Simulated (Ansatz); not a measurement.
Geometry optimisation of `OB(O)C12CC3CC(CC(C3)C1)C2`.

```yaml
crystal:
  periodic: [false, false, false]
  atoms:
    - {symbol: O, position_ang: [3.091380, 0.667790, 1.283050]}
    - {symbol: B, position_ang: [2.515260, 0.554810, 0.060800]}
    - {symbol: O, position_ang: [3.196120, 0.738730, -1.094420]}
    - {symbol: C, position_ang: [0.945920, 0.196260, -0.003610]}
    - {symbol: C, position_ang: [0.657130, -1.078000, 0.807450]}
    - {symbol: C, position_ang: [-0.835970, -1.398930, 0.787460]}
    - {symbol: C, position_ang: [-1.296800, -1.611700, -0.653040]}
    - {symbol: C, position_ang: [-1.032930, -0.341600, -1.459930]}
    - {symbol: C, position_ang: [-1.810410, 0.822500, -0.849050]}
    - {symbol: C, position_ang: [-1.355390, 1.028310, 0.593920]}
    - {symbol: C, position_ang: [-1.616640, -0.240130, 1.403260]}
    - {symbol: C, position_ang: [0.137090, 1.350030, 0.614510]}
    - {symbol: C, position_ang: [0.460600, -0.023440, -1.442210]}
    - {symbol: H, position_ang: [4.026250, 0.877250, 1.309450]}
    - {symbol: H, position_ang: [4.127280, 0.959550, -1.031110]}
    - {symbol: H, position_ang: [0.997470, -0.932560, 1.834280]}
    - {symbol: H, position_ang: [1.220270, -1.912980, 0.383540]}
    - {symbol: H, position_ang: [-1.015610, -2.312170, 1.368080]}
    - {symbol: H, position_ang: [-2.363660, -1.848490, -0.670890]}
    - {symbol: H, position_ang: [-0.759660, -2.453580, -1.096290]}
    - {symbol: H, position_ang: [-1.358750, -0.494430, -2.495940]}
    - {symbol: H, position_ang: [-1.628910, 1.732440, -1.425980]}
    - {symbol: H, position_ang: [-2.882830, 0.613830, -0.877310]}
    - {symbol: H, position_ang: [-1.910820, 1.863120, 1.038200]}
    - {symbol: H, position_ang: [-1.302140, -0.089640, 2.438320]}
    - {symbol: H, position_ang: [-2.685560, -0.468770, 1.407160]}
    - {symbol: H, position_ang: [0.471030, 1.508560, 1.641460]}
    - {symbol: H, position_ang: [0.326260, 2.267570, 0.051700]}
    - {symbol: H, position_ang: [0.662660, 0.871840, -2.033290]}
    - {symbol: H, position_ang: [1.021320, -0.846160, -1.889570]}
basis:
  gaussian: {orbitals: def2-SVP}
hamiltonian: {xc: pbe, dispersion: d4}
scf: {lower_state_search: "off"}
output: {orbitals: {seedname: orbitals}}
relax: {f_tol: 0.03, max_steps: 70}
```

```sh
$ ansatz run in.yaml --threads 4 --pin off --events-out ev --progress --plain --max-ram 6963MiB
```

Shortened log:

```
Functional definition: PBE
mean field -15390.50115731 eV, -565.5904854748 hartree, gradient 7.0e-6 eV, S^2 0.000000; 0 other end points of the search recorded, 0 dependent functions left out
relax step   1: F+E_penalty+E_count = -15391.54025132 eV  Δ(F+E_penalty+E_count) = +0.000e0 eV  max|allowed force component| = 1.094e0 eV/Å  Δτ_max = 0.0000 Å  (20 SCF iters, accepted)
mean field -15390.66038331 eV, -565.5963369223 hartree, gradient 2.7e-6 eV, S^2 0.000000; 0 other end points of the search recorded, 0 dependent functions left out
relax step   2: F+E_penalty+E_count = -15391.69228665 eV  Δ(F+E_penalty+E_count) = -1.520e-1 eV  max|allowed force component| = 4.974e-1 eV/Å  Δτ_max = 0.0325 Å  (21 SCF iters, accepted)
mean field -15390.68486186 eV, -565.5972364924 hartree, gradient 2.6e-6 eV, S^2 0.000000; 0 other end points of the search recorded, 0 dependent functions left out
relax step   3: F+E_penalty+E_count = -15391.71268622 eV  Δ(F+E_penalty+E_count) = -2.040e-2 eV  max|allowed force component| = 1.156e-1 eV/Å  Δτ_max = 0.0188 Å  (21 SCF iters, accepted)
mean field -15390.68687642 eV, -565.5973105262 hartree, gradient 2.6e-6 eV, S^2 0.000000; 0 other end points of the search recorded, 0 dependent functions left out
relax step   4: F+E_penalty+E_count = -15391.71474581 eV  Δ(F+E_penalty+E_count) = -2.060e-3 eV  max|allowed force component| = 5.472e-2 eV/Å  Δτ_max = 0.0303 Å  (21 SCF iters, accepted)
mean field -15390.68686461 eV, -565.5973100924 hartree, gradient 2.6e-6 eV, S^2 0.000000; 0 other end points of the search recorded, 0 dependent functions left out
relax step   5: F+E_penalty+E_count = -15391.71485243 eV  Δ(F+E_penalty+E_count) = -1.066e-4 eV  max|allowed force component| = 1.173e-2 eV/Å  Δτ_max = 0.0066 Å  (22 SCF iters, accepted)
Total energy: -15391.71489745 eV, -565.6350896022 hartree
Atom 0 at     3.081473     0.653464     1.311591 Å, force     0.000421     0.000188     0.004198 eV/Å
Atom 1 at     2.509164     0.549542     0.061584 Å, force    -0.005214    -0.002505    -0.004029 eV/Å
Atom 2 at     3.202954     0.752020    -1.110800 Å, force    -0.006667    -0.000126    -0.001404 eV/Å
Atom 3 at     0.964003     0.192657    -0.011045 Å, force    -0.000554     0.000436    -0.002729 eV/Å
Atom 4 at     0.669310    -1.092375     0.811733 Å, force    -0.000583    -0.000915     0.000232 eV/Å
Atom 5 at    -0.838269    -1.412453     0.795852 Å, force    -0.000285     0.000118    -0.000500 eV/Å
Atom 6 at    -1.303821    -1.624698    -0.657966 Å, force     0.000831     0.000411    -0.000067 eV/Å
Atom 7 at    -1.040616    -0.345416    -1.476528 Å, force    -0.002526    -0.000437     0.001135 eV/Å
Atom 8 at    -1.821137     0.829037    -0.854078 Å, force     0.000827    -0.000097     0.000146 eV/Å
Atom 9 at    -1.356825     1.044904     0.599476 Å, force    -0.000674    -0.001192    -0.000407 eV/Å
Atom 10 at    -1.616902    -0.235904     1.416573 Å, force     0.000227     0.000476    -0.000444 eV/Å
Atom 11 at     0.151254     1.363342     0.615298 Å, force     0.000560     0.000364     0.000345 eV/Å
Atom 12 at     0.466945    -0.025753    -1.460809 Å, force    -0.000944    -0.000546     0.002139 eV/Å
Atom 13 at     4.026048     0.888743     1.308965 Å, force    -0.003689    -0.001032    -0.001948 eV/Å
Atom 14 at     4.141526     0.980783    -0.989715 Å, force     0.011728     0.003426    -0.001277 eV/Å
Atom 15 at     1.022925    -0.959677     1.856210 Å, force    -0.000284    -0.000302    -0.000528 eV/Å
Atom 16 at     1.239105    -1.949409     0.388355 Å, force     0.000190     0.000615     0.001026 eV/Å
Atom 17 at    -1.025212    -2.335546     1.386597 Å, force    -0.000107     0.000292     0.000161 eV/Å
Atom 18 at    -2.386294    -1.878877    -0.680292 Å, force     0.000282     0.000259     0.000578 eV/Å
Atom 19 at    -0.762052    -2.484130    -1.110026 Å, force    -0.000099    -0.000607     0.000269 eV/Å
Atom 20 at    -1.375058    -0.499512    -2.525434 Å, force     0.000277     0.000073    -0.000303 eV/Å
Atom 21 at    -1.655525     1.754014    -1.448558 Å, force    -0.000116     0.000443     0.000003 eV/Å
Atom 22 at    -2.913300     0.620868    -0.879796 Å, force     0.000305    -0.000003     0.000484 eV/Å
Atom 23 at    -1.916760     1.893884     1.048707 Å, force     0.000027    -0.000041     0.000178 eV/Å
Atom 24 at    -1.302154    -0.085177     2.472207 Å, force     0.000633     0.000197    -0.000337 eV/Å
Atom 25 at    -2.705226    -0.463875     1.433759 Å, force     0.000127     0.000184    -0.000353 eV/Å
Atom 26 at     0.493306     1.543425     1.656930 Å, force     0.000161    -0.000149    -0.000985 eV/Å
Atom 27 at     0.342289     2.301080     0.047277 Å, force     0.000480    -0.000264     0.001024 eV/Å
Atom 28 at     0.672247     0.879390    -2.071502 Å, force     0.002830    -0.000667     0.002020 eV/Å
Atom 29 at     1.036562    -0.854342    -1.934566 Å, force     0.001838     0.001401     0.001373 eV/Å
Dipole moment:     0.584307     0.148121     0.045953 e Å
Checks for a lower state left out: stability, starts, cluster_reference, orbital_swaps, neighbouring_geometries, increment
```

Hardware: 4 threads of Intel Xeon on a shared host. Wall time 54 s.
